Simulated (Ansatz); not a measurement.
`CC(C)(C)[CH2][Ga]([F])[F]` + `O[SiH3]` → `[F][Ga]([F])[O][SiH3]` + `CC(C)(C)C`  (ligand exchange at a Ga–C bond)

Gas-phase electronic energies from Ansatz, PBE0-D4/def2-TZVP geometries. CBS: MP2 limit from def2 TZ/QZ plus the TZ coupled-cluster correction, frozen cores. DFT in def2-TZVPP. HSE06 is defined as in plane-wave codes. For Ga outer-core shells are correlated without core-valence functions, which leaves a few kJ/mol of doubt a bond. Scalar relativity is left out up to krypton. One conformer a species, not always the lowest.

`CC(C)(C)[CH2][Ga]([F])[F]`:

```xyz
19

C     0.379    1.852   -0.404
C    -0.003    0.383   -0.223
C     0.564   -0.434   -1.381
C    -1.524    0.254   -0.201
C     0.585   -0.108    1.103
Ga    0.224   -1.976    1.526
F     0.827   -2.792    2.952
F    -0.731   -3.092    0.570
H    -0.024    2.245   -1.341
H    -0.014    2.464    0.413
H     1.465    1.977   -0.425
H     0.270   -1.486   -1.307
H     1.656   -0.380   -1.403
H     0.194   -0.059   -2.338
H    -1.834   -0.793   -0.115
H    -1.955    0.812    0.634
H    -1.959    0.647   -1.124
H     1.674    0.007    1.118
H     0.205    0.480    1.945
```

`O[SiH3]`:

```xyz
6

O     0.531   -1.109    0.360
Si   -0.201    0.335    0.058
H     0.958   -1.556   -0.372
H     0.767    1.347   -0.449
H    -0.765    0.783    1.352
H    -1.290    0.200   -0.948
```

`[F][Ga]([F])[O][SiH3]`:

```xyz
8

F     1.630   -1.700    1.260
Ga    1.437    0.004    1.007
F     2.596    1.052    1.743
O     0.132    0.653    0.050
Si   -1.156    0.112   -0.818
H    -2.056   -0.702    0.041
H    -0.698   -0.719   -1.961
H    -1.885    1.300   -1.323
```

`CC(C)(C)C`:

Cartesian coordinates in Å:
```
C 1.498 -0.032 -0.289
C 0.000 0.000 0.000
C -0.736 0.599 -1.195
C -0.261 0.853 1.238
C -0.501 -1.420 0.246
H 1.715 -0.637 -1.174
H 1.885 0.975 -0.469
H 2.052 -0.458 0.552
H -1.814 0.635 -1.015
H -0.567 0.005 -2.098
H -0.396 1.619 -1.396
H -1.329 0.893 1.469
H 0.088 1.879 1.089
H 0.256 0.447 2.112
H -1.574 -1.427 0.456
H 0.011 -1.875 1.100
H -0.326 -2.056 -0.627
```

CCSD(T)/CBS gives -46.6 kJ/mol.

Problem. Another level gave -55.6 kJ/mol. Which?
A. PBE-D4/def2-TZVPP
B. HSE06/def2-TZVPP
C. PBE0-D4/def2-TZVPP
D. PBE-QIDH/def2-TZVPP

Solution. D. PBE-QIDH -55.6, PBE0-D4 -43.8, PBE-D4 -36.9, HSE06 -48.6 kJ/mol.

Largest T1 diagnostic among the species: 0.014.

Leaving LDA and LC-ωPBE aside and taking each functional with its dispersion term where it has one, the values, not all of them listed here, spread over 22.2 kJ/mol, from B2PLYP to PBE-D4. LDA lies +12.8 kJ/mol from PBE without D4. From BLYP to BHLYP (50 % exact exchange), in def2-TZVPP and without D4, ΔE moves by −11.7 kJ/mol.
